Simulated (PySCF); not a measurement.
**[Hf(Cl)(F)3] (charge 0, multiplicity 1)**

Method: TPSSh-D3(BJ)/def2-TZVP // r2SCAN-D4/def2-SVP (PySCF).

The HOMO comes out as -9.24 eV and the dipole moment is 0.05 D. The LUMO is -1.64 eV and the HOMO–LUMO gap is 7.59 eV. The charge on the central atom (Mulliken) is 1.60 e, the total energy is -21993.54 eV and the cost comes out as roughly 2.9 core-minutes.

Bonded distances (Å): Hf1–Cl2 2.353, Hf1–F3 1.902, Hf1–F4 1.902, Hf1–F5 1.902. Bond angles (°): Cl2–Hf1–F3 110.3, Cl2–Hf1–F4 110.3, Cl2–Hf1–F5 110.3, F3–Hf1–F4 108.6, F3–Hf1–F5 108.6, F4–Hf1–F5 108.6.
